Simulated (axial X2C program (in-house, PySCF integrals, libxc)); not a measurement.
# PdC⁺: bond constants with and without spin–orbit coupling

Calculated with an axial X2C code built on PySCF integrals. Spin-free means the one-electron spin-free X2C Hamiltonian; two-component (2c) means X2C with spin–orbit coupling and atomic mean-field two-electron Coulomb and Gaunt terms, so the difference of the two also holds small scalar two-electron terms. Basis: Pd dyall-cv3z [12s12p8d5f3g], C dyall-v3z [7s6p2d1f] (cores contracted in-house); Gaussian nuclei, density fitting, unrestricted open shells. Masses: Pd 105.903 u, C 12.000 u.

State, spin-free: M_S = 1/2, Λ = 0 (beyond evenly filled blocks: σα); electrons by block: σα: 12, σβ: 11, π+α: 5, π+β: 5, π-α: 5, π-β: 5, δ+α: 2, δ+β: 2, δ-α: 2, δ-β: 2. Fragments: Pd+ + C.

State, 2c: Ω = 1/2 (⟨Sz⟩ = 0.49, ⟨Lz⟩ = 0.01 at PBE0); electrons by block: 1/2: 17, -1/2: 16, 3/2: 7, -3/2: 7, 5/2: 2, -5/2: 2. Fragments: Pd+ + C.

| Hamiltonian | level | Re (Å) | ωe (cm⁻¹) | Be (cm⁻¹) | De (eV) | D0 (eV) | k (mdyn/Å) | μ (D) |
| --- | --- | --- | --- | --- | --- | --- | --- | --- |
| spin-free | PBE0 | 1.685 | 903.5 | 0.5506 | 3.62 | 3.57 | 5.18 | -0.26 |
| spin-free | r2SCAN | 1.688 | 909.3 | 0.5488 | 4.24 | 4.18 | 5.25 | -0.29 |
| 2c | PBE0 | 1.686 | 902.5 | 0.5502 | n/a | n/a | 5.17 | -0.28 |
| 2c | r2SCAN | 1.689 | 908.0 | 0.5485 | n/a | n/a | 5.24 | -0.29 |

Dipoles are positive if C is the positive end and refer to the centre of mass.

The state is one determinant whose occupation by symmetry is held fixed; it was picked as the lowest of a PBE0 search that is not exhaustive. Dissociation energies refer to the lowest single-determinant-based atoms at the same level and basis. De is not given where an atomic determinant may have missed its ground term or J level, or where the truncated virtual space spoils (T). Density functionals use the spin component along the axis (collinear). Other states lie close and PBE0, whose exact exchange favours high spin, may order them wrongly; the determinant shown need not be the ground state. The nearest other spin-free determinant of the search, M_S = 1/2, Λ = 1, lies 0.32 eV up at the distance of the search. Without a current term, density functionals place determinants with orbital angular momentum somewhat too high.

No reliable constants came from CCSD (spin-free), CCSD(T) (spin-free), HF (2c), HF (spin-free), MP2 (2c), MP2 (spin-free): no minimum in range, unconverged points, a curve that is not smooth, a change of character along it, or the two Hamiltonians disagreeing along it.

Rough cost a point (2c) on 1 thread(s) of a shared host, integrals apart: PBE0 0.8 s, r2SCAN 0.8 s.
